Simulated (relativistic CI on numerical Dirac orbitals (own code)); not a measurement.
Electric-dipole transitions in Fe12+

These numbers are calculated, not measured: Dirac-Coulomb-Breit CI, separate exchange-only KLI orbitals for each configuration, model QED (radiative potential, 1s self-energy scaled to tabulated hydrogen-like ionisation energies), unscaled Slater integrals (own radial code, finite nucleus).

CI space (outside the closed core [Ne]): 3s2 3p2, 3s 3p3, 3s2 3p 3d, 3p4, 3s 3p2 3d, 3p3 3d, 3s 3p 3d2, 3s2 3p 4s, 3s2 3d 4p, 3s2 3p 4p, 3p3 4s, 3p3 4p, 3s 3p 3d 4s, 3s2 3d2, 3s 3d3, 3p2 3d2, 3p 3d3, 3p 3d2 4s, 3p 3d2 4p, 3s2 3d 4s, 3s 3d2 4s. Double excitations out of closed p, d and f shells are left out; levels of such configurations are missing from the list, as are those of other unlisted configurations, and high levels can miss mixing partners.

```
λ vac (nm)                 Lower                 Upper   A (s⁻¹)  E lower (cm⁻¹)  E upper (cm⁻¹)
    19.266      3s2 3p2 1D_2 [4]  3s2 3p 3d 1F°_3 [26]  7.29e+10           50507          569568
    19.332      3s 3p3 3D°_3 [9]   3s 3p2 3d 3F_4 [64]  5.22e+10          290090          807363
    19.550      3s 3p3 3D°_2 [8]   3s 3p2 3d 3F_3 [61]  3.37e+10          287324          798824
    19.631      3s2 3p2 3P_1 [2]  3s2 3p 3d 3D°_2 [24]  2.85e+10            9099          518504
    19.744      3s2 3p2 3P_1 [2]  3s2 3p 3d 3D°_1 [23]  4.31e+10            9099          515582
    19.870      3s2 3p2 3P_0 [1]  3s2 3p 3d 3P°_1 [20]  4.57e+10               0          503268
    19.956      3s 3p3 5S°_2 [6]   3s 3p2 3d 5P_1 [48]  6.15e+10          210173          711265
    19.994      3s2 3p2 3P_2 [3]  3s2 3p 3d 3D°_3 [25]  6.89e+10           18561          518719
    20.002      3s2 3p2 3P_2 [3]  3s2 3p 3d 3D°_2 [24]  3.55e+10           18561          518504
    20.042      3s 3p3 5S°_2 [6]   3s 3p2 3d 5P_2 [46]  6.01e+10          210173          709125
    20.187      3s 3p3 5S°_2 [6]   3s 3p2 3d 5P_3 [45]  5.90e+10          210173          705543
    20.364     3s 3p3 3S°_1 [14]   3s 3p2 3d 3P_2 [84]  6.30e+10          423542          914607
    20.472      3s2 3p2 1S_0 [5]  3s2 3p 3d 1P°_1 [27]  5.96e+10           95160          583631
    20.886      3s 3p3 3D°_3 [9]   3s 3p2 3d 3D_3 [57]  3.53e+10          290090          768884
    21.856      3s2 3p2 1D_2 [4]  3s2 3p 3d 1D°_2 [21]  4.35e+10           50507          508044
    21.957  3s2 3p 3d 3D°_3 [25]     3s2 3d2 3F_4 [90]  6.33e+10          518719          974145
    22.815  3s2 3p 3d 1F°_3 [26]     3s2 3d2 1G_4 [99]  6.51e+10          569568         1007878
    24.692      3s2 3p2 3P_2 [3]     3s 3p3 3S°_1 [14]  3.55e+10           18561          423542
    25.077  3s2 3p 3d 3F°_4 [18]   3s 3p2 3d 3F_4 [76]  2.80e+10          451597          850361
    25.210      3s2 3p2 1D_2 [4]     3s 3p3 1P°_1 [17]  3.17e+10           50507          447179
```

Terms are leading LS components. Brackets give the number of a level in order of energy, since labels repeat. The list gives strong lines, with weight on those to low levels, without lines whose two gauges differ by over a factor of 2.5, among the lowest 200 of 976 levels, so that lines to higher ones, which can be the strongest, are missing. Levels whose partners in the same complex of configurations lie outside the list can be far off, and so can their lines. Rates are taken at the computed energies, electric ones in the length gauge.

At this charge energies of transitions that change n are usually good to better than 1 %, and those within a shell (Δn = 0) to a few per cent.

LS names give the leading component of a level, which can be under half, so a name can repeat, a term be missing and a line seem to break the LS rules.
